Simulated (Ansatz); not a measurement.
System: YCl, net charge 0, singlet state. 
Coordinates optimised at B3LYP-D3(BJ)/def2-TZVP (Ansatz, a quantum-chemistry and plane-wave program):
```
Y
Cl 1 2.3998
```

Basis-set convergence of Hartree-Fock and CCSD(T) correlation energies (hartree) with Ansatz. Cores are frozen in the correlated levels unless marked. No spin-orbit coupling. The frozen core is the preceding noble-gas configuration, with the filled d and f shells of earlier blocks. Past Kr the def2 sets carry scalar-relativistic core potentials.

The Hartree-Fock reference is unstable (checked in the largest basis), which strains HF and MP2. 

```csv
basis,functions,E(HF),"E(corr, CCSD(T))"
def2-SVP,49,-497.28414,-0.19605
def2-TZVPP,98,-497.44971,-0.27149
def2-QZVPP,151,-497.46383,-0.29382
```

Extrapolating the two largest sets (X = 3 and 4) as X^-3: E(corr) = (64·(-0.29382) - 27·(-0.27149))/37 = -0.3101 Eh, an estimate of the basis-set limit. The largest set recovers 94.7 % of it, the smallest 63.2 %.
